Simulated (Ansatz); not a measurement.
# Worked example: vertical ionisation energy of BCl3 (boron trichloride)

The species is BCl3 (4 atoms), meant as a singlet with charge 0. SMILES: `ClB(Cl)Cl`. The shape is that of a PBE0-D4/def2-TZVP optimisation.

Both states at this one shape; open shells run unrestricted unless said. 1 Eh = 27.2114 eV.

| level | program | singlet BCl3 (Eh) | doublet [BCl3]+ (Eh) |
| --- | --- | --- | --- |
| PBE0/STO-3G | Ansatz | -1389.799223 | -1389.399517 |
| B2PLYP/6-311+G**, 16 core orbitals frozen | Ansatz | -1405.148055 | -1404.730932 |

Question: Work out the vertical ionisation energy at each level.

Answer: 
1. PBE0/STO-3G: -1389.399517 − (-1389.799223) = 0.399706 Eh = 10.88 eV.
2. B2PLYP/6-311+G**: -1404.730932 − (-1405.148055) = 0.417123 Eh = 11.35 eV.

No measured value is set beside it here; the levels span 10.88 to 11.35 eV. Minimal sets are far from the basis-set limit.
